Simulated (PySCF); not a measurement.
Species: C₈H₇FO₂.
Atom-mapped SMILES: `[O:1]=[C:2]([OH:3])[c:4]1[cH:5][cH:6][cH:7][c:8]([CH2:9][F:10])[cH:11]1`

Structure used (GFN2-xTB), in Å, numbered top down from 1:
```xyz
18
C8H7FO2 angstrom
O      2.2705   -2.2755   -0.1381
C      2.2962   -1.0703   -0.0964
O      3.4492   -0.3838   -0.0990
C      1.0960   -0.2065   -0.0383
C      1.1917    1.1830   -0.0016
C      0.0388    1.9421    0.0512
C     -1.2048    1.3304    0.0693
C     -1.3069   -0.0543    0.0343
C     -2.6427   -0.7452    0.0509
F     -3.6811    0.1424    0.1638
C     -0.1523   -0.8198   -0.0203
H      4.1963   -1.0011   -0.1375
H      2.1632    1.6510   -0.0143
H      0.1036    3.0194    0.0783
H     -2.1028    1.9279    0.1118
H     -2.7182   -1.4316    0.9030
H     -2.8049   -1.3036   -0.8794
H     -0.2005   -1.8983   -0.0495
```

NICS is the negative of the GIAO shielding at a point without a nucleus: at the ring centre (0) and 1 Å above and below it (1); zz is the component along the ring normal. Level: GIAO PBE0/pcSseg-1 (PySCF, non-relativistic, gas phase) on the GFN2-xTB geometry, one conformer.

Ring bond lengths (Å), with Mayer bond orders in brackets: C4–C5 1.393 (1.36), C5–C6 1.381 (1.44), C6–C7 1.386 (1.42), C7–C8 1.389 (1.41), C8–C11 1.386 (1.37), C11–C4 1.391 (1.40).

Q: What do the NICS probes read (ppm)?

A: 
```json
{"ring": "C4–C5–C6–C7–C8–C11", "type": "6-membered carbocycle; formal bonds all aromatic", "NICS(0)": "-8.4", "NICS(1), two faces": "-11.2 / -11.2", "NICS(1)zz, two faces": "-27.6 / -27.6", "rms pucker (Å)": "0.00", "centre to ring atoms, mean (Å)": "1.39"}
```

Q: What do they say, and how far can they be read as aromaticity?

A: 
- C4–C5–C6–C7–C8–C11: mean NICS(1)zz -27.6 ppm, shielded. For a flat ring without four-coordinate atoms the NICS criterion counts such a value as aromatic.

Q: And the bond-length index? HOMA = 1 − mean of α(R − Ropt)² over the ring bonds, with Krygowski's 1993 parameters (CC: Ropt 1.388 Å, α 257.7 Å⁻²).

A: 
- C4–C5–C6–C7–C8–C11: HOMA 1.00 = 1 − EN − GEO, with mean bond length 1.388 Å, EN = α(Ropt − mean)² = 0.000 and GEO = α × variance = 0.004. The geometric and the magnetic index point the same way.

Q: At the second NICS(1) probe listed for ring C4–C5–C6–C7–C8–C11, 1 Å off the ring, what do the in-plane components average?

A: The isotropic value is a third of the trace: (3 × -11.2 − (-27.6))/2 = -3.0 ppm.

Q: How shielded are the nuclei of the rings and their hydrogens (means over atoms taken as equivalent)?

A: 
| atoms | environment | σ isotropic (ppm) | principal values of the symmetric part, first atom (ppm) |
| --- | --- | --- | --- |
| C4 | substituted aromatic carbon | 54.1 | -42.2, 42.0, 162.5 |
| C5 | aromatic CH carbon | 52.0 | -49.2, 27.3, 177.8 |
| C6 | aromatic CH carbon | 52.6 | -57.3, 36.6, 178.4 |
| C7 | aromatic CH carbon | 52.8 | -55.8, 27.7, 186.5 |
| C8 | substituted aromatic carbon | 41.8 | -54.7, 17.1, 163.1 |
| C11 | aromatic CH carbon | 55.0 | -47.7, 31.6, 181.0 |
| H13 | aromatic hydrogen | 23.33 | 18.8, 23.2, 28.0 |
| H14 | aromatic hydrogen | 23.86 | 20.2, 24.5, 26.9 |
| H15 | aromatic hydrogen | 23.62 | 19.5, 22.6, 28.8 |
| H18 | aromatic hydrogen | 23.42 | 18.7, 22.3, 29.2 |
